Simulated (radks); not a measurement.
Values are calculated unless marked as measured or tabulated.
Task: Valence configurations of Hf I (all share [Xe]). Code: a radial shooting solver on a logarithmic mesh with Libxc functionals. Model: Dirac Kohn-Sham, PBE, spin-unpolarised, spherical densities, finite nucleus; open shells fill j = l - 1/2 first; Fermi nuclear charge, rms radius 5.347 fm. Order these by energy: 4f13 5d1 6s2 6p2; 4f14 5d3 6s1; 4f12 5d4 6s1 6p1; 4f13.5 5d2.5 6s2; 4f12 5d2 6s2 6p2; 4f13 5d4 6p1; 4f14 5d1 6s2 6p1; 4f12 5d2 6s1 6p3; 4f12 5d3 6s1 6p2; 4f14 5d2 6s2.

Result: From the lowest, in eV above it: 4f14 5d2 6s2 0.000; 4f14 5d1 6s2 6p1 1.808; 4f14 5d3 6s1 2.414; 4f13.5 5d2.5 6s2 7.248; 4f13 5d4 6p1 21.211; 4f13 5d1 6s2 6p2 23.635; 4f12 5d4 6s1 6p1 42.938; 4f12 5d3 6s1 6p2 47.540; 4f12 5d2 6s2 6p2 49.071; 4f12 5d2 6s1 6p3 54.686. NIST lists [Xe] 4f14 5d2 6s2 as the ground configuration; this level of theory agrees among the configurations tried. The energies are those of spherical spin-averaged densities, not of single terms.
